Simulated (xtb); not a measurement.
C2H6GeN2, SMILES [NH2][Ge@H]1[CH]=N[CH2]1. All values are semi-empirical tight-binding results from xtb (GFN2-xTB unless named), good for trends rather than for accurate numbers. Geometry optimised at GFN2-xTB. The structure was generated by enumeration; whether it is a known compound was not checked. One conformer was computed; it need not be the lowest.

For metal compounds this method's bond lengths and energies can be far off.

Computed properties:
- orbital gap: 3.21 eV
- zero-point energy: 47.4 kcal/mol
- G − E(el) at 298.15 K (modified RRHO): 27.8 kcal/mol
